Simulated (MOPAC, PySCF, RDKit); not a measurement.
Relaxed torsion scan: SMILES C#CCC[Si](F)(F)F (C4H5F3Si). Scanned: dihedral C2–C3–C4–Si5; all other coordinates were relaxed at GFN2-xTB. Points at φ and −φ are mirror images. Heavy atoms are numbered in the order of the SMILES C#CCC[Si](F)(F)F, hydrogens after them in the order of the atoms that carry them; the mirror image has the same energies with the sign of each dihedral reversed. Each profile is relative to its own lowest point.

| φ / ° | A | B | C |
|---|---|---|---|
| -160 | 0.9 | 0.8 | 1.0 |
| -140 | 1.7 | 2.6 | 3.0 |
| -120 | 1.9 | 3.6 | 3.8 |
| -100 | 1.4 | 2.6 | 2.4 |
| -80 | 0.5 | 0.9 | 0.9 |
| -60 | 0.0 | 0.1 | 1.8 |
| -40 | 0.1 | 0.8 | 5.6 |
| -20 | 0.6 | 2.5 | 9.8 |
| 0 | 0.8 | 3.4 | 11.7 |
| 20 | 0.6 | 2.5 | 9.8 |
| 40 | 0.1 | 0.8 | 5.6 |
| 60 | 0.0 | 0.1 | 1.8 |
| 80 | 0.5 | 0.9 | 0.9 |
| 100 | 1.4 | 2.6 | 2.4 |
| 120 | 1.9 | 3.6 | 3.8 |
| 140 | 1.7 | 2.6 | 3.0 |
| 160 | 0.9 | 0.8 | 1.0 |
| 180 | 0.5 | 0.0 | 0.0 |

Energies in kcal/mol.

Q: Match the curves with the methods RDKit with MMFF94 // GFN2-xTB; PM7, restricted, heats of formation // GFN2-xTB (MOPAC); PySCF 2.14.0 with restricted Hartree-Fock/STO-3G // GFN2-xTB.

A: A is PM7; B is RHF/STO-3G; C is MMFF94.

MMFF94 has few fitted parameters for silicon.
